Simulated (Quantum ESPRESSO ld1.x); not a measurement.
Input file for ld1.x (Quantum ESPRESSO 7.5):

```
 &input
    atom='F',
    iswitch=1,
    rel=2,
    dft='PW91',
    config='[He] 2s2 2p5',
    rel_dist='energy',
    lsmall=.true.,
    prefix='ld1',
    max_out_wfc=37,
    file_charge='ld1.rho',
 /
```

Command: `OMP_NUM_THREADS=1 ld1.x < ld1.in > ld1.out`

Output (excerpt):

```
     Program LD1 v.7.5 starts

     --------------------------- All-electron run ----------------------------

     dirac relativistic calculation

     atomic number is  9.00
     dft =PW91   lsd =0 sic =0 latt =0  beta=0.20 tr2=1.0E-14
     Exchange-correlation= PW91
                           (   1   4   2   2   0   0   0)
     mesh =1851 r(mesh) =  99.76081 a.u. xmin = -8.00 dx = 0.00800
     1 Ry =  13.60569312 eV, c = 137.03599908

     n l j   nl                  e(Ry)          e(Ha)          e(eV)
     Spin orbit split results
     1 0 0.5 1S 1( 2.00)       -48.7878       -24.3939      -663.7912
     2 0 0.5 2S 1( 2.00)        -2.2007        -1.1003       -29.9415
     2 1 0.5 2P 1( 2.00)        -0.8262        -0.4131       -11.2410
     2 1 1.5 2P 1( 3.00)        -0.8215        -0.4107       -11.1771
     Averaged results
     1 0     1S 1( 2.00)       -48.7878       -24.3939      -663.7912
     2 0     2S 1( 2.00)        -2.2007        -1.1003       -29.9415
     2 1     2P 1( 5.00)        -0.8231        -0.4115       -11.1984

     final scf error:  9.8E-15 reached in  20 iterations

     Etot =    -199.622735 Ry,     -99.811368 Ha,   -2716.005675 eV

     Ekin =     199.478399 Ry,      99.739200 Ha,    2714.041882 eV
     Encl =    -477.950217 Ry,    -238.975108 Ha,   -6502.843975 eV
     Eh   =      99.419504 Ry,      49.709752 Ha,    1352.671264 eV
     Exc  =     -20.570422 Ry,     -10.285211 Ha,    -279.874846 eV

     normalization and overlap integrals

     s(1S/1S) =  1.000000  <r> =   0.1763  <r2> =    0.0420  r(max) =   0.1147
     s(2S/2S) =  1.000000  <r> =   1.0035  <r2> =    1.2284  r(max) =   0.7640
     s(2P/2P) =  1.000000  <r> =   1.1023  <r2> =    1.6318  r(max) =   0.7052
     s(2P/2P) =  1.000000  <r> =   1.1050  <r2> =    1.6398  r(max) =   0.7052

     ------------------------ End of All-electron run ------------------------
```

Run on one thread of a shared host, so times are rough (Intel(R) Xeon(R) Processor @ 2.60GHz): 0.63 s of CPU time, 0.67 s wall, 20 iterations on 1851 mesh points.
